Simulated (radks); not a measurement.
Radial electron density D(r) = 4 pi r^2 rho(r) of an atom or ion with 11 electrons. All-electron calculation, Dirac Kohn-Sham, PBE, spin-unpolarised, spherical densities, finite nucleus; Fermi nuclear charge, rms radius of each element as measured or else 0.836 A^(1/3) + 0.57 fm. Program: a radial shooting solver on a logarithmic mesh with Libxc functionals.

| r (bohr) | D(r) (e/bohr) |
|---|---|
| 0.01279 | 2.109 |
| 0.01442 | 2.567 |
| 0.01626 | 3.108 |
| 0.01833 | 3.740 |
| 0.02067 | 4.469 |
| 0.0233 | 5.301 |
| 0.02607 | 6.168 |
| 0.02939 | 7.187 |
| 0.03314 | 8.285 |
| 0.03736 | 9.436 |
| 0.04212 | 10.60 |
| 0.0475 | 11.73 |
| 0.05355 | 12.76 |
| 0.06038 | 13.63 |
| 0.06808 | 14.25 |
| 0.07676 | 14.56 |
| 0.08654 | 14.52 |
| 0.09758 | 14.10 |
| 0.11 | 13.34 |
| 0.124 | 12.32 |
| 0.1399 | 11.17 |
| 0.1577 | 10.05 |
| 0.1778 | 9.143 |
| 0.2005 | 8.617 |
| 0.226 | 8.570 |
| 0.2548 | 9.012 |
| 0.2873 | 9.848 |
| 0.324 | 10.88 |
| 0.3653 | 11.86 |
| 0.4118 | 12.51 |
| 0.4643 | 12.64 |
| 0.5236 | 12.12 |
| 0.5903 | 10.97 |
| 0.6656 | 9.351 |
| 0.7504 | 7.469 |
| 0.8461 | 5.582 |
| 0.954 | 3.910 |
| 1.076 | 2.594 |
| 1.203 | 1.729 |
| 1.356 | 1.152 |
| 1.529 | 0.8450 |
| 1.724 | 0.6975 |
| 1.944 | 0.6143 |
| 2.192 | 0.5322 |
| 2.472 | 0.4280 |
| 2.787 | 0.3100 |
| 3.142 | 0.1990 |
| 3.543 | 0.1117 |
| 3.994 | 0.05399 |
| 4.504 | 0.02202 |
| 5.078 | 0.007424 |
| 5.725 | 0.002027 |
| 6.455 | 0.0004388 |

What is the nuclear charge?

Answer. Z = 13. The innermost maximum, from 1s, lies near gamma/Z bohr with gamma = sqrt(1 - (Z/c)^2) = 0.995, here 0.0766 bohr (found: 0.0805), and its height grows with Z. The density is that of the aluminium ion Al2+ in [Ne] 3s1; the configuration itself is not fixed sharply by these data, and Z only to about a unit. D(r) has 2 maxima, at r = 0.0805, 0.450 bohr, and minima at 0.215 bohr, inside which lie 2.21 electrons.
